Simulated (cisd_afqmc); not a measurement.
Input (AFQMC/CISD/def2-QZVPPD; cisd_afqmc is a phaseless AFQMC code with CISD trial states that reads the integrals written by Ansatz): A basis named .json is the Basis Set Exchange file of that set.

Ansatz 0.2 input:
```python
import cisd_afqmc

open("ham.yaml", "w").write("""\
crystal:
  periodic: [false, false, false]
  atoms:
    - {symbol: Te, position_ang: [0.00000000, 0.00000000, 0.00000000]}
basis:
  gaussian:
    orbitals: def2-QZVPPD.json
total_charge: -1
magnetization: {spin_polarized: true, initial_magnetization: 1}
correlation: {method: ccsd, electrons: outside_noble_gas, hamiltonian_folder: ham}
scf: {lower_state_search: full}
""")
rep = cisd_afqmc.ansatz("ham.yaml")
e_ccsd = rep["correlation"]["coupled_cluster"]["energy"]["hartree"]
out = cisd_afqmc.run("ham", e_ccsd, trial="CISD", walkers=100, populations=8, threads=8, dt=0.005, steps=40, early=36, settle=10, least=32,
    cut=5e-5, rank_cut=2e-4, target=0.0004, seconds=1500, seed=1, memory=12960, gpu=False)
```

Output:

```
orbitals 82, occupied [4, 3], factors 440 of 570, rank of the doubles 210 of 549
E(HF) = -267.045660
E(CCSD) on the cut factors = -267.188874, shift to the whole factors -0.000000
Energy of the trial state on the determinant = -267.188791
  tau behind 10.8 of longer steps, mean of the populations' last blocks
   2.0  -267.19588
   4.0  -267.19609
   6.0  -267.19592
   8.0  -267.19679
blocks 410 (2 outliers left out), error by blocks joined: 1: 0.00009, 2: 0.00011, 4: 0.00014, 8: 0.00017, 16: 0.00020
E(AFQMC/CISD) = -267.19616 +/- 0.00020
```
